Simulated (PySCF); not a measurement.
W(NH)2(F)(Br) (BrFH₂N₂W), SMILES [Br][W](=[NH])([F])=[NH], multiplicity 1. Atoms are numbered in the order given.

```xyz
7

W      0.0097    -0.5183     0.0000
N      0.8931    -1.0041     1.4296
H      1.6720    -1.4091     1.9435
N      0.8931    -1.0041    -1.4296
H      1.6720    -1.4091    -1.9435
F     -1.6545    -1.4020     0.0000
Br    -0.0477     1.9386     0.0000
```

Geometry: B3LYP-D3(BJ)/def2-SVP. The spin state was assumed, not searched. The structure was generated by enumeration; whether it is a known compound was not checked. The def2 effective core potentials stand for the cores of W; spin–orbit coupling is left out.

All values below come from TDA-LC-ωPBE/def2-SVPD in PySCF 2.14.0.

Vertical excitations. Isolated molecule, no solvent. State labels are in the subgroup Cs.

Computed UV-visible absorptions:
```tsv
state	symmetry	energy (eV)	λ (nm)	f	main pairs
S1	A"	4.68	265	0.009	HOMO→LUMO 83 %
S2	A'	4.94	251	0.005	HOMO−1→LUMO 35 %, HOMO→LUMO+1 31 %, HOMO−2→LUMO+1 15 %, HOMO−3→LUMO 10 %
S3	A'	5.12	242	0.025	HOMO−1→LUMO 36 %, HOMO→LUMO+1 29 %, HOMO−2→LUMO+1 16 %, HOMO−3→LUMO 14 %
S4	A"	5.22	238	0.001	HOMO−2→LUMO 76 %
S5	A"	5.42	229	0.001	HOMO→LUMO+2 49 %, HOMO−2→LUMO+2 19 %, HOMO−3→LUMO+1 8 %
S6	A'	5.75	216	0.001	HOMO−3→LUMO 31 %, HOMO−4→LUMO 19 %, HOMO−1→LUMO+2 18 %, HOMO−1→LUMO 12 %
S7	A"	5.87	211	0.000	HOMO→LUMO+3 39 %, HOMO−1→LUMO+1 28 %, HOMO−2→LUMO+3 9 %
S8	A"	6.18	201	0.000	HOMO−2→LUMO+2 54 %, HOMO→LUMO+2 24 %
S9	A'	6.23	199	0.003	HOMO−1→LUMO+2 51 %, HOMO−2→LUMO+1 19 %
S10	A'	6.47	192	0.010	HOMO−1→LUMO+3 33 %, HOMO−4→LUMO 18 %, HOMO−2→LUMO+1 9 %, HOMO−3→LUMO+3 8 %
T1	A"	4.09	303	0	HOMO→LUMO 61 %, HOMO−2→LUMO 13 %
T2	A'	4.38	283	0	HOMO→LUMO+1 50 %, HOMO−1→LUMO 14 %, HOMO−5→LUMO+1 10 %, HOMO−1→LUMO+2 9 %
T3	A"	4.59	270	0	HOMO−1→LUMO+1 39 %, HOMO−3→LUMO+1 18 %, HOMO→LUMO+2 10 %, HOMO→LUMO 7 %
T4	A'	4.65	267	0	HOMO−2→LUMO+1 29 %, HOMO−1→LUMO 17 %, HOMO−5→LUMO+1 11 %, HOMO−1→LUMO+2 10 %
```
Triplets are in the Tamm–Dancoff approximation.
